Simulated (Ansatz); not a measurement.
Geometry optimisation, RKS PBE-D4/def2-SVP (Ansatz).

Input:

```yaml
crystal:
  periodic: [false, false, false]
  atoms:
    - { symbol: F, position_ang: [-1.0996, -0.8643, 1.1994] }
    - { symbol: Sb, position_ang: [-0.5671, -0.8836, -0.7218] }
    - { symbol: S, position_ang: [1.6396, -0.0567, -0.1503] }
    - { symbol: H, position_ang: [-1.0691, 0.7667, -1.0154] }
    - { symbol: H, position_ang: [1.146, 0.9642, 0.6467] }
basis:
  gaussian: { orbitals: def2-SVP }
hamiltonian:
  xc: pbe
  dispersion: d4
relax:
  f_tol: 0.015
  max_steps: 40
```

Launched with:

```bash
$ ansatz run input.yaml --threads 1 --pin off --max-ram 2048MiB --backend cpu --events-out ev --progress --plain --runs-dir out
```

**Question.** Where does it end, and by what steps?

**Answer.** The forces met the threshold. After 9 steps the energy has fallen by 0.114 eV; H5 moved furthest, 0.41 Å.

| step | energy less start (eV) | largest force component (eV/Å) | accepted |
| --- | --- | --- | --- |
| 0 | 0.0000 | 0.631 | yes |
| 1 | -0.0015 | 0.783 | yes |
| 2 | -0.0826 | 0.310 | yes |
| 3 | -0.0826 | 0.662 | yes |
| 4 | -0.1018 | 0.428 | yes |
| 5 | -0.1023 | 0.419 | yes |
| 6 | -0.1028 | 0.414 | yes |
| 7 | -0.0996 | 0.709 | no |
| 8 | -0.1135 | 0.065 | yes |
| 9 | -0.1144 | 0.009 | yes |

```xyz
5
Properties=species:S:1:pos:R:3
F -1.338 -1.005 1.176
Sb -0.554 -0.870 -0.625
S 1.721 -0.104 -0.073
H -1.123 0.766 -0.857
H 1.344 1.139 0.338
```

Whether the end is a true minimum wasn't checked by a vibrational analysis.

Time of the run: 18 s on 1 thread of Arm Neoverse V2 (shared host), peak memory 0.13 GiB.
